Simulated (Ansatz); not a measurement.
Computed with Ansatz (a first-principles code) with B3LYP-D3(BJ)/def2-SVP. No frequencies were computed at this level.

Ansatz 0.2 input:
```yaml
crystal:
  periodic: [false, false, false]
  atoms:
    - { symbol: C, position_ang: [-1.326498, -2.290271, 1.162474] }
    - { symbol: C, position_ang: [-1.384851, -1.060621, 0.669258] }
    - { symbol: C, position_ang: [-0.233311, -0.247382, 0.285085] }
    - { symbol: C, position_ang: [0.98178, -0.413124, 0.944481] }
    - { symbol: C, position_ang: [2.084837, 0.345769, 0.593011] }
    - { symbol: S, position_ang: [3.638412, 0.163225, 1.419454] }
    - { symbol: C, position_ang: [1.984348, 1.281867, -0.428409] }
    - { symbol: C, position_ang: [0.776826, 1.446378, -1.076013] }
    - { symbol: C, position_ang: [-0.351492, 0.704291, -0.739472] }
    - { symbol: Si, position_ang: [-1.958241, 0.982046, -1.691592] }
    - { symbol: H, position_ang: [-0.394325, -2.809749, 1.311218] }
    - { symbol: H, position_ang: [-2.217269, -2.836547, 1.421504] }
    - { symbol: H, position_ang: [-2.349906, -0.598936, 0.505039] }
    - { symbol: H, position_ang: [1.054629, -1.127221, 1.752507] }
    - { symbol: H, position_ang: [3.238937, -0.785446, 2.265348] }
    - { symbol: H, position_ang: [2.845809, 1.872641, -0.700917] }
    - { symbol: H, position_ang: [0.708689, 2.179113, -1.867265] }
    - { symbol: H, position_ang: [-2.439896, -0.284424, -2.248884] }
    - { symbol: H, position_ang: [-2.975669, 1.552368, -0.801374] }
    - { symbol: H, position_ang: [-1.68281, 1.926026, -2.775452] }
basis:
  gaussian: { orbitals: def2-svp }
hamiltonian:
  xc: b3lyp
  dispersion: d3bj
relax:
  max_steps: 150
```

Output:

```
Functional definition: B3LYP
2237 factors; integrals over basis functions are off by at most 3.5e-4 eV
mean field evaluation 1: about -27147.8512 eV, gradient 6.6e1 eV
mean field evaluation 2: about -27139.0218 eV, gradient 8.8e1 eV
mean field evaluation 4: about -27160.0252 eV, gradient 9.2e0 eV
mean field evaluation 8: about -27160.2960 eV, gradient 7.0e-1 eV
mean field evaluation 16: about -27160.2974 eV, gradient 2.6e-4 eV
mean field -27160.29739012 eV, -998.1225191760 hartree, gradient 4.6e-5 eV, S^2 0.000000; 0 other end points of the search recorded, 0 dependent functions left out
reference -27160.29771567 eV, -998.1225311400 hartree; 44, 44 occupied and 154, 154 virtual orbitals, 2237 factors
relax step   1: F+E_penalty+E_count = -27161.48958967 eV  Δ(F+E_penalty+E_count) = +0.000e0 eV  max|allowed force component| = 6.165e-1 eV/Å  Δτ_max = 0.0000 Å  (30 SCF iters, accepted)
these checks for a lower state are left out or cut short: starts, cluster_reference, orbital_swaps, neighbouring_geometries, increment
2237 factors; integrals over basis functions are off by at most 3.7e-4 eV
mean field -27160.40103076 eV, -998.1263278993 hartree, gradient 2.2e-5 eV, S^2 0.000000; 0 other end points of the search recorded, 0 dependent functions left out
reference -27160.40135954 eV, -998.1263399819 hartree; 44, 44 occupied and 154, 154 virtual orbitals, 2237 factors
relax step   2: F+E_penalty+E_count = -27161.58376477 eV  Δ(F+E_penalty+E_count) = -9.418e-2 eV  max|allowed force component| = 2.159e-1 eV/Å  Δτ_max = 0.0576 Å  (32 SCF iters, accepted)
these checks for a lower state are left out or cut short: starts, cluster_reference, orbital_swaps, neighbouring_geometries, increment
2237 factors; integrals over basis functions are off by at most 3.8e-4 eV
mean field evaluation 32: about -27160.4114 eV, gradient 2.4e-5 eV
mean field -27160.41137354 eV, -998.1267079895 hartree, gradient 2.4e-5 eV, S^2 0.000000; 0 other end points of the search recorded, 0 dependent functions left out
reference -27160.41170304 eV, -998.1267200983 hartree; 44, 44 occupied and 154, 154 virtual orbitals, 2237 factors
relax step   3: F+E_penalty+E_count = -27161.59119223 eV  Δ(F+E_penalty+E_count) = -7.427e-3 eV  max|allowed force component| = 7.554e-2 eV/Å  Δτ_max = 0.0426 Å  (32 SCF iters, accepted)
these checks for a lower state are left out or cut short: starts, cluster_reference, orbital_swaps, neighbouring_geometries, increment
2237 factors; integrals over basis functions are off by at most 3.8e-4 eV
mean field -27160.41262299 eV, -998.1267539060 hartree, gradient 2.5e-5 eV, S^2 0.000000; 0 other end points of the search recorded, 0 dependent functions left out
reference -27160.41295264 eV, -998.1267660205 hartree; 44, 44 occupied and 154, 154 virtual orbitals, 2237 factors
relax step   4: F+E_penalty+E_count = -27161.59217141 eV  Δ(F+E_penalty+E_count) = -9.792e-4 eV  max|allowed force component| = 4.460e-2 eV/Å  Δτ_max = 0.0319 Å  (32 SCF iters, accepted)
these checks for a lower state are left out or cut short: starts, cluster_reference, orbital_swaps, neighbouring_geometries, increment
2237 factors; integrals over basis functions are off by at most 3.7e-4 eV
mean field -27160.41417460 eV, -998.1268109266 hartree, gradient 2.7e-5 eV, S^2 0.000000; 0 other end points of the search recorded, 0 dependent functions left out
reference -27160.41450452 eV, -998.1268230511 hartree; 44, 44 occupied and 154, 154 virtual orbitals, 2237 factors
relax step   5: F+E_penalty+E_count = -27161.59322342 eV  Δ(F+E_penalty+E_count) = -1.052e-3 eV  max|allowed force component| = 8.911e-2 eV/Å  Δτ_max = 0.0949 Å  (31 SCF iters, accepted)
these checks for a lower state are left out or cut short: starts, cluster_reference, orbital_swaps, neighbouring_geometries, increment
2237 factors; integrals over basis functions are off by at most 3.7e-4 eV
mean field -27160.41509852 eV, -998.1268448802 hartree, gradient 9.0e-6 eV, S^2 0.000000; 0 other end points of the search recorded, 0 dependent functions left out
reference -27160.41542837 eV, -998.1268570016 hartree; 44, 44 occupied and 154, 154 virtual orbitals, 2237 factors
relax step   6: F+E_penalty+E_count = -27161.59454888 eV  Δ(F+E_penalty+E_count) = -1.325e-3 eV  max|allowed force component| = 4.083e-2 eV/Å  Δτ_max = 0.0153 Å  (26 SCF iters, accepted)
these checks for a lower state are left out or cut short: starts, cluster_reference, orbital_swaps, neighbouring_geometries, increment
2237 factors; integrals over basis functions are off by at most 3.6e-4 eV
mean field -27160.41538442 eV, -998.1268553866 hartree, gradient 9.3e-6 eV, S^2 0.000000; 0 other end points of the search recorded, 0 dependent functions left out
reference -27160.41571425 eV, -998.1268675079 hartree; 44, 44 occupied and 154, 154 virtual orbitals, 2237 factors
relax step   7: F+E_penalty+E_count = -27161.59499626 eV  Δ(F+E_penalty+E_count) = -4.474e-4 eV  max|allowed force component| = 2.352e-2 eV/Å  Δτ_max = 0.0191 Å  (26 SCF iters, accepted)
these checks for a lower state are left out or cut short: starts, cluster_reference, orbital_swaps, neighbouring_geometries, increment
2237 factors; integrals over basis functions are off by at most 3.6e-4 eV
mean field evaluation 64: about -27160.4156 eV, gradient 2.5e-4 eV
mean field -27160.41561475 eV, -998.1268638510 hartree, gradient 2.4e-5 eV, S^2 0.000000; 0 other end points of the search recorded, 0 dependent functions left out
reference -27160.41594472 eV, -998.1268759771 hartree; 44, 44 occupied and 154, 154 virtual orbitals, 2237 factors
relax step   8: F+E_penalty+E_count = -27161.59523692 eV  Δ(F+E_penalty+E_count) = -2.407e-4 eV  max|allowed force component| = 1.616e-2 eV/Å  Δτ_max = 0.0269 Å  (32 SCF iters, accepted)
these checks for a lower state are left out or cut short: starts, cluster_reference, orbital_swaps, neighbouring_geometries, increment
2237 factors; integrals over basis functions are off by at most 3.6e-4 eV
mean field -27160.41579965 eV, -998.1268706462 hartree, gradient 2.0e-5 eV, S^2 0.000000; 0 other end points of the search recorded, 0 dependent functions left out
reference -27160.41612973 eV, -998.1268827763 hartree; 44, 44 occupied and 154, 154 virtual orbitals, 2237 factors
relax step   9: F+E_penalty+E_count = -27161.59533408 eV  Δ(F+E_penalty+E_count) = -9.716e-5 eV  max|allowed force component| = 8.330e-3 eV/Å  Δτ_max = 0.0183 Å  (25 SCF iters, accepted)
these checks for a lower state are left out or cut short: starts, cluster_reference, orbital_swaps, neighbouring_geometries, increment
2237 factors; integrals over basis functions are off by at most 3.6e-4 eV
mean field -27160.41590972 eV, -998.1268746910 hartree, gradient 1.6e-5 eV, S^2 0.000000; 0 other end points of the search recorded, 0 dependent functions left out
reference -27160.41623985 eV, -998.1268868230 hartree; 44, 44 occupied and 154, 154 virtual orbitals, 2237 factors
relax step  10: F+E_penalty+E_count = -27161.59539037 eV  Δ(F+E_penalty+E_count) = -5.629e-5 eV  max|allowed force component| = 4.575e-3 eV/Å  Δτ_max = 0.0147 Å  (25 SCF iters, accepted)
these checks for a lower state are left out or cut short: starts, cluster_reference, orbital_swaps, neighbouring_geometries, increment
2237 factors; integrals over basis functions are off by at most 3.6e-4 eV
mean field -27160.41602435 eV, -998.1268789036 hartree, gradient 1.7e-5 eV, S^2 0.000000; 0 other end points of the search recorded, 0 dependent functions left out
reference -27160.41635451 eV, -998.1268910367 hartree; 44, 44 occupied and 154, 154 virtual orbitals, 2237 factors
relax step  11: F+E_penalty+E_count = -27161.59542908 eV  Δ(F+E_penalty+E_count) = -3.871e-5 eV  max|allowed force component| = 8.300e-3 eV/Å  Δτ_max = 0.0142 Å  (25 SCF iters, accepted)
these checks for a lower state are left out or cut short: starts, cluster_reference, orbital_swaps, neighbouring_geometries, increment
2237 factors; integrals over basis functions are off by at most 3.6e-4 eV
mean field -27160.41603344 eV, -998.1268792378 hartree, gradient 1.7e-5 eV, S^2 0.000000; 0 other end points of the search recorded, 0 dependent functions left out
reference -27160.41636356 eV, -998.1268913695 hartree; 44, 44 occupied and 154, 154 virtual orbitals, 2237 factors
relax step  12: F+E_penalty+E_count = -27161.59543664 eV  Δ(F+E_penalty+E_count) = -7.557e-6 eV  max|allowed force component| = 7.736e-3 eV/Å  Δτ_max = 0.0129 Å  (25 SCF iters, accepted)
2237 factors; integrals over basis functions are off by at most 3.6e-4 eV
mean field evaluation 96: about -27160.1505 eV, gradient 9.1e0 eV
mean field -27160.41603344 eV, -998.1268792378 hartree, gradient 1.7e-5 eV, S^2 0.000000; 1 other end points of the search recorded, 0 dependent functions left out
reference -27160.41636356 eV, -998.1268913695 hartree; 44, 44 occupied and 154, 154 virtual orbitals, 2237 factors
Total energy: -27161.59576676 eV, -998.1702336376 hartree
Atom 0 at    -1.361431    -2.293781     1.254860 Å, force     0.005622    -0.000441    -0.007736 eV/Å
Atom 1 at    -1.395577    -1.098471     0.649255 Å, force     0.004608    -0.002568    -0.006351 eV/Å
Atom 2 at    -0.235807    -0.264698     0.278448 Å, force    -0.003418     0.003535     0.005748 eV/Å
Atom 3 at     0.993644    -0.426561     0.938115 Å, force     0.002484    -0.002073    -0.001984 eV/Å
Atom 4 at     2.113188     0.336184     0.589610 Å, force    -0.000284     0.003517     0.005161 eV/Å
Atom 5 at     3.686161     0.170903     1.397113 Å, force    -0.001649    -0.001795    -0.001131 eV/Å
Atom 6 at     2.000621     1.291320    -0.433370 Å, force     0.000864    -0.001418     0.000014 eV/Å
Atom 7 at     0.779812     1.465431    -1.080439 Å, force     0.001461    -0.003438    -0.003198 eV/Å
Atom 8 at    -0.356856     0.707464    -0.747879 Å, force    -0.002770     0.002539     0.000325 eV/Å
Atom 9 at    -1.951406     0.998938    -1.706455 Å, force     0.002619     0.002755     0.003580 eV/Å
Atom 10 at    -0.422167    -2.786108     1.522140 Å, force    -0.003013    -0.000008     0.001311 eV/Å
Atom 11 at    -2.282831    -2.831912     1.488761 Å, force    -0.003754     0.003094     0.004580 eV/Å
Atom 12 at    -2.377417    -0.690634     0.383487 Å, force    -0.000077    -0.002238     0.002388 eV/Å
Atom 13 at     1.067300    -1.149403     1.752778 Å, force    -0.000507     0.000045     0.000720 eV/Å
Atom 14 at     3.328660    -0.822873     2.240283 Å, force     0.000388     0.000811    -0.000982 eV/Å
Atom 15 at     2.863315     1.899639    -0.714843 Å, force    -0.001398     0.000615    -0.000615 eV/Å
Atom 16 at     0.714016     2.216739    -1.872011 Å, force     0.000165     0.000681     0.001009 eV/Å
Atom 17 at    -2.399126    -0.228310    -2.428238 Å, force    -0.001697    -0.001626    -0.000888 eV/Å
Atom 18 at    -3.069541     1.425186    -0.811985 Å, force     0.000066    -0.001984     0.000068 eV/Å
Atom 19 at    -1.694559     2.080948    -2.699627 Å, force     0.000290    -0.000004    -0.002018 eV/Å
Dipole moment:     0.003827    -0.167105     0.157440 e Å
```

Cost: about 3 core-minutes (a rough figure).
